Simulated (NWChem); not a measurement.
TiH2I2; SMILES [I][TiH2][I]

Program: NWChem. Geometry: optimised at PBE0/def2-SVP. No frequency run checked for a minimum. def2 effective core potentials on I; no spin-orbit coupling.

Diagonal of the polarisability tensor at CAM-B3LYP/def2-SVPD, static: 155.45, 88.80, 100.80 bohr³.

Q: Find the mean polarisability volume, the molar refraction, and the refractive index that an ideal gas of it would have at 273.15 K and 1 atm.

A: 
1. Mean: one third of the trace = 115.02 bohr³ × 0.14818 Å³/bohr³ = 17.04 Å³.
2. Molar refraction (Lorentz-Lorenz): (4π/3) N_A α = 43.0 cm³/mol.
3. Number density p/kT = 2.687 × 10⁻⁵ Å⁻³; n − 1 = 2π N α = 28.77 × 10⁻⁴.
4. These hold the electronic response alone: vibrational and orientational terms add to the static dielectric constant.
